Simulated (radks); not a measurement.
Results of a calculation; reference values are marked as such.
Valence configurations of Nb III (all share [Kr]). Code: a radial shooting solver on a logarithmic mesh with Libxc functionals. Model: scalar-relativistic Kohn-Sham, PBE, spin-polarised, spherical densities, point nucleus; open shells are filled with parallel spins first (spin-orbit coupling, left out, can overturn this in heavy ions). Energies are relative to 4d3; eigenvalues in eV for spin up.

valence,E (eV),moment (Bohr magnetons),e(4d),e(5p),e(5s)
4d3,0.000,3,-19.985,-,-
4d2.5 5s0.5,1.392,3,-21.298,-,-18.253
4d2 5s1,3.045,3,-22.632,-,-19.070
4d2.5 5p0.5,3.893,3,-21.758,-13.533,-
4d2 5s0.5 5p0.5,5.630,3,-23.086,-14.183,-19.358
4d2 5p1,8.218,3,-23.531,-14.465,-
4d1 5s2,8.412,1,-25.063,-,-20.032
4d1 5s1 5p1,12.628,3,-26.177,-15.743,-21.245
4d0.5 5s2 5p0.5,13.837,1,-26.870,-15.600,-21.152
5s2 5p1,19.684,1,-,-16.510,-22.218

NIST lists [Kr] 4d3 as the ground configuration; this level of theory agrees among the configurations tried. The energies are those of spherical high-spin densities, not of single terms.
